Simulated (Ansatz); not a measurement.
Cost and result for the atomization energy of `[F][In-]([F])([F])[PH3+]` (8 atoms, 7 bonds).

Cartesian coordinates in Å:
```
F 1.282 2.280 0.051
In -0.453 1.402 0.073
F -1.400 1.308 1.770
F -1.517 1.455 -1.554
P 0.373 -1.149 -0.062
H 1.760 -1.382 -0.109
H -0.052 -1.911 -1.165
H 0.007 -2.003 0.995
```

Charge 0, multiplicity 1. Correlated methods include outer-core shells of In, which these sets cover unevenly. In takes the def2 core potential. The structure was optimised at the PBE0-D4/def2-TZVP level. It is one conformer, not always the lowest. Program: Ansatz. All runs use 4 threads of an Intel Xeon on a shared host. Times are those of one run each, without the atoms' runs, and a repeat can differ threefold. Electronic energies, without spin–orbit coupling; frozen cores. CCSD(T)/CBS adds CCSD(T) − MP2 in def2-TZVPP to the MP2 limit, and its time is that of the two runs behind it. T1 = 0.016. With those shells the extrapolation isn't a true limit. B3LYP takes the VWN-RPA correlation (the form of Gaussian; ORCA's B3LYP/G). HSE06 is the plane-wave form, built on full-range PBE exchange.

CCSD(T)/CBS is a level of theory with its own doubt, some kJ/mol a heavy atom from the limit and from the frozen cores, so smaller differences don't rank the functionals.

```csv
level,functions,wall time,atomization (kJ/mol),difference from CCSD(T)/CBS,per bond
revPBE-D4/def2-TZVPP,227,7.6 s,2271.9,-79.8,-11.4
PBE0-D4/def2-TZVPP,227,11 s,2269.1,-82.6,-11.8
PBE-D4/def2-TZVPP (with forces),227,11 s,2349.7,-2.0,-0.3
BHLYP-D4/def2-TZVPP,227,11 s,2200.5,-151.2,-21.6
HSE06-D4/def2-TZVPP,227,14 s,2269.4,-82.3,-11.8
r2SCANh-D4/def2-TZVPP,227,15 s,2287.7,-64.0,-9.2
B3LYP-D4/def2-TZVPP (with forces),227,15 s,2297.9,-53.8,-7.7
CAM-B3LYP-D4/def2-TZVPP,227,16 s,2334.4,-17.3,-2.5
ωB97X-V/def2-TZVPP,227,20 s,2355.8,4.1,0.6
CCSD(T)/def2-SVP,101,23 s,2122.4,-229.3,-32.8
MP2/def2-QZVPP,413,47 s,2366.4,14.7,2.1
CCSD(T)/def2-TZVPP,227,5.3 min,2250.7,-101.0,-14.4
CCSD(T)/CBS(def2),–,6.1 min,2351.7,0.0,0.0
```

At CCSD(T), def2-SVP lies −229.3 kJ/mol from the extrapolated value and def2-TZVPP −101.0 kJ/mol: correlation converges slowly with the basis, and small sets miss more of it in the bonded molecule than in its fragments. From PBE to PBE0 (25 % exact exchange), in def2-TZVPP and without D4, the atomization energy moves by −78.5 kJ/mol: exact exchange takes away binding that semilocal exchange gives to molecules. In def2-TZVPP, CCSD(T) changes the Hartree–Fock value by +676.0 kJ/mol (the triples alone add +44.1 kJ/mol) and MP2 by +729.2 kJ/mol; breaking electron pairs costs correlation energy, which Hartree–Fock lacks.

Spin–orbit coupling would lower the free In atoms strongly, and the atomization energy with them, by more than many differences here.
